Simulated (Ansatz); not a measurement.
CH$_{5}$AlNP, one more setting.

```yaml
crystal:
  periodic: [false, false, false]
  atoms:
    - {symbol: C, position_ang: [0.309578, 1.470319, -0.675743]}
    - {symbol: N, position_ang: [0.252168, 0.283875, -0.244972]}
    - {symbol: P, position_ang: [1.346319, -0.428090, 0.993243]}
    - {symbol: Al, position_ang: [-0.914509, -1.064150, 0.529842]}
    - {symbol: H, position_ang: [-0.514449, 1.875307, -1.262663]}
    - {symbol: H, position_ang: [1.172656, 2.109344, -0.476604]}
    - {symbol: H, position_ang: [1.606778, -1.558106, 0.163201]}
    - {symbol: H, position_ang: [-1.065083, -2.370381, -0.351870]}
    - {symbol: H, position_ang: [-2.104959, -0.364416, 1.308564]}
basis:
  gaussian: {orbitals: def2-mTZVP}
hamiltonian: {xc: {name: B2GP-PLYP}}
output: {forces: true}
```

```sh
$ ansatz run in.yaml --threads 2 --pin off --events-out ev --progress --plain --max-ram 4352MiB
```

It prints (some lines left out):

```
Functional definition: B2GP-PLYP
878 factors; integrals over basis functions are off by at most 1.0e-3 eV
mean field evaluation 1: about -18473.3171 eV, gradient 3.2e1 eV
mean field evaluation 2: about -18473.4194 eV, gradient 3.2e1 eV
mean field evaluation 4: about -18475.7260 eV, gradient 4.9e0 eV
mean field evaluation 8: about -18475.7846 eV, gradient 3.1e-1 eV
mean field evaluation 16: about -18475.7852 eV, gradient 2.1e-4 eV
mean field -18475.78518806 eV, -678.9725823244 hartree, gradient 5.5e-6 eV, S^2 0.000000; 0 other end points of the search recorded, 0 dependent functions left out
12 core orbitals not correlated: weight in the atoms' cores, before any rotation towards them, 1.000 or more for the frozen orbitals, at most 0.000 for the correlated occupied ones
reference -18475.78532037 eV, -678.9725871864 hartree; 11, 11 occupied and 74, 74 virtual orbitals, 878 factors
second order -14.88550140 eV of doubles, -0.00000000 eV of singles
Total energy: -18481.14410087 eV, -679.1695187376 hartree
Atom 0 at     0.309578     1.470319    -0.675743 Å, force    -0.020537     0.565759    -0.204680 eV/Å
Atom 1 at     0.252168     0.283875    -0.244972 Å, force    -0.181223    -0.242560    -0.140538 eV/Å
Atom 2 at     1.346319    -0.428090     0.993243 Å, force     0.214240    -0.304445     0.237232 eV/Å
Atom 3 at    -0.914509    -1.064150     0.529842 Å, force    -0.225043    -0.043505     0.058178 eV/Å
Atom 4 at    -0.514449     1.875307    -1.262663 Å, force     0.156648    -0.038842     0.082684 eV/Å
Atom 5 at     1.172656     2.109344    -0.476604 Å, force    -0.130767    -0.071931    -0.060153 eV/Å
Atom 6 at     1.606778    -1.558106     0.163201 Å, force     0.123062     0.107769     0.015472 eV/Å
Atom 7 at    -1.065083    -2.370381    -0.351870 Å, force     0.004720     0.062895     0.055327 eV/Å
Atom 8 at    -2.104959    -0.364416     1.308564 Å, force     0.058899    -0.035140    -0.043523 eV/Å
Dipole moment:     0.091330     0.465214    -0.329319 e Å
```

It took 4.6 s on 2 threads of an Arm Neoverse V2 on a shared host, with 0.4 GiB of host memory at the peak.
